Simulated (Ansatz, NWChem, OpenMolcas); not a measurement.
Errors in the atomisation enthalpy at 298 K

6 molecules holding Si, Ge, B, Al, Ga, P or As; the atomisation enthalpy at 298 K in kJ/mol, computed less measured. Shapes, held fixed at every level: PBE0-D4/def2-TZVP. Flexible molecules stand in one conformer, not always the lowest. Thermal terms are harmonic and unscaled (PBE0-D4/def2-TZVP); the spin-orbit lowering of the free atoms is taken from their spectra. Programs: Ansatz 0.2.0, NWChem 7.3.0, OpenMolcas 26.06. A level may come from different programs for different species; with the same settings they agree closely. Measured values: CRC Handbook of Chemistry and Physics, NIST-JANAF tables.

Levels: A = r2SCAN-D4/def2-TZVPP; B = BHLYP/aug-cc-pVDZ; C = B3LYP-D4/def2-TZVPP.

```tsv
molecule	from tabulated heats	A	B	C
BBrF2 (SMILES FB(F)Br)	1661	+23	-147	-17
BClF2 (SMILES FB(F)Cl)	1736	+24	-147	-15
BF3 (boron trifluoride)	1944	+10	-173	-19
SiH3Cl (chlorosilane)	1367	-3	-76	-10
PH2(PH2) (diphosphine)	1484	-5	-77	+25
SiH3(SiH3) (disilane)	2128	+12	-63	+21
```

(1) Sum up the errors.

Answers

(1) 
```tsv
level	kind	mean error	mean absolute error	worst case
r2SCAN-D4/def2-TZVPP	meta-GGA	+10.2	12.8	BClF2
BHLYP/aug-cc-pVDZ	global hybrid	-113.8	113.8	BF3
B3LYP-D4/def2-TZVPP	global hybrid	-2.5	17.8	PH2(PH2)
```

On this set r2SCAN-D4/def2-TZVPP has the smallest mean absolute error and BHLYP/aug-cc-pVDZ the largest. r2SCAN-D4/def2-TZVPP is too high in 4 of 6; BHLYP/aug-cc-pVDZ is too low in 6 of 6; B3LYP-D4/def2-TZVPP is too low in 4 of 6. The heats of SiH3Cl, PH2(PH2) come from older tables and can be uncertain by 10 kJ/mol or more. The tabulated values of BBrF2, BClF2, BF3, SiH3(SiH3) are in doubt (older tables, estimates, or at odds with other calculations) and kept here. Relativity is left out for Br. The set is small.
